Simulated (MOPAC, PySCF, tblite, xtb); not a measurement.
Energy landscape of Li2O, singlet: symmetric bend, bond length relaxed. Scanned: Li-O-Li angle. Other coordinates (O-Li bond length) were minimised at B3LYP/def2-TZVP.

Computed with: GFN2-xTB, 300 K electronic temperature (tblite); GFN1-xTB (xtb); PM7, restricted, heats of formation (MOPAC); CCSD(T) on RHF/cc-pVTZ, 1 core orbital frozen (PySCF).

Energies relative to the lowest point of each profile, in kJ/mol; the last columns give the difference from CCSD(T):

```csv
a / °,GFN2-xTB,GFN1-xTB,PM7,CCSD(T),GFN2-xTB − CCSD(T),GFN1-xTB − CCSD(T),PM7 − CCSD(T)
180,0.0,0.2,0.0,0.0,0.0,0.2,0.0
170,0.6,0.1,0.8,0.3,0.2,-0.3,0.5
160,2.3,0.0,3.5,1.3,1.0,-1.3,2.2
150,5.1,0.0,8.1,3.1,2.0,-3.1,5.0
140,9.0,0.2,14.8,6.0,3.0,-5.7,8.8
130,14.0,1.0,23.8,10.3,3.7,-9.3,13.5
120,20.4,2.9,35.9,16.9,3.5,-14.0,19.0
110,28.2,6.1,51.3,26.7,1.5,-20.6,24.6
100,38.5,12.0,71.3,41.7,-3.2,-29.7,29.6
90,52.8,22.7,97.6,64.7,-11.9,-42.0,32.9
80,74.2,42.6,133.5,99.9,-25.7,-57.3,33.5
```

GFN2-xTB is furthest from CCSD(T) at 80 (-25.7 kJ/mol, below); its mean absolute difference over the points is 5.1 kJ/mol.

GFN1-xTB is furthest from CCSD(T) at 80 (-57.3 kJ/mol, below); its mean absolute difference over the points is 16.7 kJ/mol.

PM7 is furthest from CCSD(T) at 80 (33.5 kJ/mol, above); its mean absolute difference over the points is 15.4 kJ/mol.
